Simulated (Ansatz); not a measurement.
Gas-phase electronic energies from Ansatz, PBE0-D4/def2-TZVP geometries. CCSD(T)/CBS adds triple-zeta CCSD(T) − MP2 to the extrapolated MP2 energy (def2 sets, frozen cores). This one scheme is used for every species. DFT in def2-TZVPP. B3LYP here is the variant with VWN-RPA as its local correlation; programs differ in this. Each species was taken in one conformer, which may not be the lowest.

Reaction (ligand exchange at the Si–C bond): `C=C[Si](F)(Cl)Cl` + `O[SiH2]O` → `O[SiH2]O[Si](F)(Cl)Cl` + ethylene

`C=C[Si](F)(Cl)Cl`:

Z-matrix (Å, degrees):
```
Si
C 1 1.831
Cl 1 2.031 2 111.7
F 1 1.585 2 109.3 3 119.2
Cl 1 2.032 2 111.7 3 -121.6
C 2 1.330 1 121.9 3 -118.9
H 2 1.087 1 118.6 3 61.0
H 6 1.085 2 121.9 1 -0.0
H 6 1.086 2 121.8 1 180.0
```

`O[SiH2]O`:

Z-matrix (Å, degrees):
```
Si
O 1 1.642
O 1 1.642 2 113.5
H 1 1.481 2 111.5 3 116.9
H 1 1.481 2 103.8 3 -121.2
H 2 0.958 1 117.7 3 -66.0
H 3 0.958 1 117.7 2 -66.0
```

`O[SiH2]O[Si](F)(Cl)Cl`:

Z-matrix (Å, degrees):
```
Si
O 1 1.647
O 1 1.632 2 111.5
H 1 1.475 2 109.1 3 -116.7
H 1 1.480 2 105.2 3 121.5
Si 2 1.597 1 148.0 3 55.5
H 3 0.958 1 119.1 2 71.1
F 6 1.578 2 109.5 1 -89.4
Cl 6 2.022 2 111.4 1 29.8
Cl 6 2.017 2 109.9 1 152.3
```

`C=C`:

Cartesian coordinates in Å:
```
C -0.125 -0.461 -0.457
C 0.125 0.461 0.458
H -1.133 -0.811 -0.654
H 0.669 -0.906 -1.049
H 1.133 0.811 0.654
H -0.669 0.906 1.049
```

Q: Is it downhill or uphill in electronic energy at CCSD(T)/CBS, and by how much? (An estimate is asked.)

A: Computed: Downhill: ΔE = -116.6 kJ/mol.

Q: What do these levels give: PBE-D4, B3LYP-D4, ωB97X-V, PBE, r2SCAN, B3LYP? (Best estimate.)

A: Computed: PBE-D4 -100.5, B3LYP-D4 -118.1, ωB97X-V -114.7, PBE -98.7, r2SCAN -113.5, B3LYP -115.2 kJ/mol.

Largest T1 diagnostic among the species: 0.011.

From PBE to PBE0 (25 % exact exchange), in def2-TZVPP and without D4, ΔE moves by −7.6 kJ/mol. In def2-TZVPP, CCSD(T) changes the Hartree–Fock value by +19.5 kJ/mol (the triples alone add +3.4 kJ/mol) and MP2 by +21.4 kJ/mol.
